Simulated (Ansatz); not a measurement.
Cost and result for the atomization energy of C2H7Ga (`C[CH2][GaH2]`) (10 atoms, 9 bonds).

```xyz
10

C    -0.544    0.313    1.120
C    -0.562   -0.368   -0.251
Ga    1.148   -0.093   -1.207
H    -1.487    0.166    1.654
H    -0.388    1.393    1.039
H     0.249   -0.082    1.763
H    -0.745   -1.440   -0.133
H    -1.381    0.033   -0.854
H     2.335   -1.117   -1.047
H     1.375    1.195   -2.085
```

Total charge 0; spin multiplicity 1. Correlated methods include outer-core shells of Ga, which these sets cover unevenly. Scalar relativity is left out up to krypton. All single points use the PBE0-D4/def2-TZVP geometry. Program: Ansatz. All runs use 4 threads of an Intel Xeon Platinum 8488C on a shared host. Times are those of one run each, without the atoms' runs, and a repeat can differ threefold. Electronic energies, without spin–orbit coupling; frozen cores. CCSD(T)/CBS adds CCSD(T) − MP2 in def2-TZVPP to the MP2 limit, and its time is that of the two runs behind it. T1 = 0.011. With those shells the extrapolation isn't a true limit. B3LYP takes the VWN-RPA correlation (the form of Gaussian; ORCA's B3LYP/G). HSE06 is the plane-wave form, built on full-range PBE exchange.

CCSD(T)/CBS is a level of theory with its own doubt, some kJ/mol a heavy atom from the limit and from the frozen cores, so smaller differences don't rank the functionals.

```csv
level,functions,wall time
LDA (SPW92)/def2-TZVPP,208,0.65 s
BLYP-D4/def2-TZVPP,208,1 s
BHLYP-D4/def2-TZVPP,208,1.3 s
PBE0-D4/def2-TZVPP,208,1.4 s
HSE06-D4/def2-TZVPP,208,1.5 s
r2SCAN-D4/def2-TZVPP (with forces),208,1.9 s
CCSD(T)/def2-SVP,95,1.9 s
B3LYP-D4/def2-TZVPP (with forces),208,2 s
PBE-QIDH/def2-TZVPP,208,2.4 s
B97M-V/def2-TZVPP,208,3.1 s
MP2/def2-QZVPP,413,9.5 s
CCSD(T)/def2-TZVPP,208,29 s
CCSD(T)/CBS(def2),–,39 s
```

**Question.** What atomization energy does each give, and how far from CCSD(T)/CBS? (An estimate is asked.)

**Answer.** The calculation gave: 
| level | atomization (kcal/mol) | difference from CCSD(T)/CBS | per bond |
| --- | --- | --- | --- |
| LDA (SPW92)/def2-TZVPP | 887.3 | 94.0 | 10.4 |
| BLYP-D4/def2-TZVPP | 781.8 | -11.5 | -1.3 |
| BHLYP-D4/def2-TZVPP | 777.3 | -16.0 | -1.8 |
| PBE0-D4/def2-TZVPP | 791.0 | -2.3 | -0.3 |
| HSE06-D4/def2-TZVPP | 791.3 | -2.0 | -0.2 |
| r2SCAN-D4/def2-TZVPP (with forces) | 793.0 | -0.3 | 0.0 |
| CCSD(T)/def2-SVP | 760.2 | -33.1 | -3.7 |
| B3LYP-D4/def2-TZVPP (with forces) | 789.7 | -3.6 | -0.4 |
| PBE-QIDH/def2-TZVPP | 789.9 | -3.4 | -0.4 |
| B97M-V/def2-TZVPP | 795.1 | 1.8 | 0.2 |
| MP2/def2-QZVPP | 788.3 | -5.0 | -0.6 |
| CCSD(T)/def2-TZVPP | 779.6 | -13.7 | -1.5 |
| CCSD(T)/CBS(def2) | 793.3 | 0.0 | 0.0 |

From PBE to PBE0 (25 % exact exchange), in def2-TZVPP and without D4, the atomization energy moves by −3.9 kcal/mol: exact exchange takes away binding that semilocal exchange gives to molecules. In def2-TZVPP, CCSD(T) changes the Hartree–Fock value by +178.8 kcal/mol (the triples alone add +7.6 kcal/mol) and MP2 by +179.4 kcal/mol; breaking electron pairs costs correlation energy, which Hartree–Fock lacks. The D4 term adds +6.1 kcal/mol with B3LYP and +3.2 kcal/mol with PBE0; it sums over pairs of atoms, weighted by their polarisabilities, and B3LYP, whose exchange is more repulsive, gets the larger term.
